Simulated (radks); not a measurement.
Results of a calculation; reference values are marked as such.
Spherical quantum dot in the effective-mass picture: electrons in a hard-walled sphere of radius 4.41, with a point charge +2 (a donor) at the centre, all in effective atomic units (hartree* = m*/eps^2 hartree, bohr* = eps/m* bohr), one dielectric constant everywhere. Level of theory: non-relativistic Kohn-Sham, r2SCAN, spin-polarised, spherical densities, generalised Kohn-Sham scheme (a radial shooting solver with Libxc functionals). Levels are named by radial order and angular momentum (1s, 1p, 1d, 2s, ...), and open shells are averaged over m.

N = 28, configuration 1s2 1p6 1d10 2s2 1f(up 7, down 1). This is the lowest configuration that the search found. Occupied and some empty levels:

level    occupation  eigenvalue (hartree*)  <r> (bohr*)
1s up             1                 7.4723        2.661
1s down           1                 7.5160        2.443
1p up             3                 7.6372        3.172
1p down           3                 7.7031        3.150
2s up             1                 7.7899        1.432
2s down           1                 7.8116        1.625
1d up             5                 7.8646        3.253
1d down           5                 7.9375        3.239
1f up             7                 8.1812        3.321
1f down           1                 8.2614        3.312
1g up             0                 8.5810        3.380
1g down           0                 8.6687        3.375
2p up             0                 8.9353        2.162
2p down           0                 8.9693        2.154
2d up             0                 9.5297        2.490
2d down           0                 9.5791        2.485

Energy (hartree*): total 109.937, kinetic 30.033, external -23.526, Hartree 115.31, exchange-correlation -11.878.

Electron density:

r (bohr*)  n(r) (e/bohr*^3)
0.127                 2.310
0.347                0.9951
0.566                0.4476
0.785                0.2102
1.00                 0.1036
1.22                0.05544
1.44                0.03519
1.66                0.03006
1.88                0.03428
2.10                0.04572
2.32                0.06311
2.54                0.08521
2.76                 0.1094
2.98                 0.1306
3.20                 0.1424
3.42                 0.1376
3.64                 0.1124
3.86                0.07176
4.08                0.02965
4.30               0.003548
